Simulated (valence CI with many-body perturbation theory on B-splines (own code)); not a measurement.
# From CI to CI+MBPT in Pm XXI

Calculated by valence CI with perturbative core correlation (CI+MBPT): five valence electrons over a frozen Dirac-Fock core [Kr], radial functions for each j: 7 s, 7 p, 8 d, 6 f, 4 g, 1 h, with the one-electron correlation potential Σ1 (screened to all orders), the two-electron term Σ2, the three-electron term Σ3, Breit, model QED; selected single and double excitations, second order for the rest (own B-spline code, finite nucleus).

No measured levels were compared; by estimate terms of the open shell hold to 2 to 4 % of their energy, and close levels can change places. Core correlation moves these levels by up to 12000 cm⁻¹, and in measured spectra 5 to 20 % of such shifts remained as error; rates that hang on mixing are uncertain with them. Among the levels kept, up to 260 cm⁻¹ of a level comes from second order outside the variational space, and about a tenth of that is noise between levels of different J, which matters for small intervals. Only levels of the ground parity were solved; by the run's estimate the other parity begins above the list, which can be wrong where configurations are misplaced.

Each rung adds one term. CI alone is the Dirac-Coulomb CI over the frozen core; QED comes last and gives the full result, which names the levels. Energies are above (4d3/2^4 4d5/2) J=5/2 [a] on the same rung, in cm⁻¹.

Levels are named by their leading jj configuration (3d3/2^4 stands for four electrons in 3d with j = 3/2), which in mixed levels can hold well under half, so a name can repeat and another be missing. Letters in brackets count levels of one name in rising energy.

| Level | CI alone | Σ1 | Σ2 | Σ3 | Breit | QED | Full |
| --- | --- | --- | --- | --- | --- | --- | --- |
| (4d3/2^4 4d5/2) J=5/2 [b] | 40427 | -25 | -2222 | -1793 | +146 | -10 | 36522 |
| (4d3/2^3 4d5/2^2) J=7/2 [a] | 63248 | +190 | -3336 | -1923 | -431 | +39 | 57788 |
| (4d3/2^3 4d5/2^2) J=3/2 [a] | 64034 | +167 | -1587 | -2255 | -234 | +37 | 60161 |
| (4d3/2^3 4d5/2^2) J=11/2 | 68721 | +248 | -4269 | -1842 | -844 | +47 | 62062 |
| (4d3/2^3 4d5/2^2) J=9/2 | 73321 | +299 | -3899 | -1871 | -785 | +63 | 67128 |
| (4d3/2^3 4d5/2^2) J=5/2 [a] | 72120 | +339 | -2573 | -1846 | -683 | +80 | 67436 |
| (4d3/2^3 4d5/2^2) J=1/2 | 76314 | +279 | -1020 | -2313 | -521 | +68 | 72807 |
| (4d3/2^3 4d5/2^2) J=7/2 [b] | 90348 | +378 | -3662 | -2703 | -760 | +78 | 83679 |
| (4d3/2^3 4d5/2^2) J=5/2 [b] | 93149 | +396 | -1851 | -2328 | -873 | +101 | 88594 |
| (4d3/2^2 4d5/2^3) J=7/2 [a] | 103684 | +439 | -3636 | -2983 | -1081 | +111 | 96535 |
| (4d3/2^2 4d5/2^3) J=11/2 | 106702 | +596 | -5292 | -2069 | -1594 | +141 | 98485 |
| (4d3/2^3 4d5/2^2) J=3/2 [b] | 106274 | +415 | -1261 | -2778 | -845 | +102 | 101906 |
| (4d3/2^2 4d5/2^3) J=1/2 [a] | 107526 | +637 | -1854 | -2211 | -1313 | +163 | 102947 |
| (4d3/2^2 4d5/2^3) J=9/2 [a] | 111948 | +532 | -4295 | -2671 | -1355 | +127 | 104286 |
| (4d3/2^2 4d5/2^3) J=3/2 [a] | 111973 | +588 | -396 | -2416 | -1282 | +158 | 108624 |
| (4d3/2^2 4d5/2^3) J=13/2 | 119124 | +671 | -6346 | -2315 | -1995 | +154 | 109293 |
| (4d3/2^2 4d5/2^3) J=5/2 [a] | 120114 | +612 | -2916 | -2797 | -1316 | +148 | 113846 |
| (4d3/2^2 4d5/2^3) J=9/2 [b] | 132740 | +627 | -2678 | -3010 | -1555 | +155 | 126279 |
| (4d3/2^2 4d5/2^3) J=7/2 [b] | 138804 | +669 | -5067 | -3477 | -1593 | +156 | 129492 |

The middle columns are the shifts that each term adds.

Question: How does the ionisation energy move along the ladder, and which term matters most?

Answer: CI alone 604.81, + Σ1 607.03, + Σ2 609.61, + Σ3 609.64, + Breit 609.63, + QED 609.64 eV. The largest step is Σ2, 2.58 eV. NIST lists 609 ± 4 eV (theoretical).
